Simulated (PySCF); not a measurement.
Computed shifts of a molecule CH13NSi4, HF/pcSseg-1 in PySCF, GIAO, gas phase, atoms alike by connectivity averaged where their shifts nearly agree, in ppm (number of nuclei): ²⁹Si: -52.5 (1), -55.8 (1), -92.3 (1), -105.6 (1). ¹⁵N: -4.1 (1). ¹³C: 25.5 (1). ¹H: 4.47 (3), 4.17 (1), 3.82 (1), 3.70 (3), 3.33 (2), 2.68 (1), 2.20 (1), -0.31 (1). References: ²⁹Si against TMS (σ = 393.8 ppm); ¹⁵N against NH3 (σ = 267.3 ppm); ¹³C against TMS (σ = 192.6 ppm); ¹H against TMS (σ = 31.99 ppm), references at their B3LYP-D3(BJ)/def2-TZVP geometries, non-relativistic. Geometry: PBE0-D3(BJ)/def2-SVP. One conformer was computed; it need not be the lowest.

Task: Which structure fits?
A. [SiH3]C[SiH2]N[SiH2][SiH3]
B. NC[Si]([SiH3])([SiH3])[SiH3]
C. N[Si@@H]([SiH3])[SiH2]C[SiH3]
D. [SiH3]NC[SiH2][SiH2][SiH3]

Result: D, [SiH3]NC[SiH2][SiH2][SiH3]
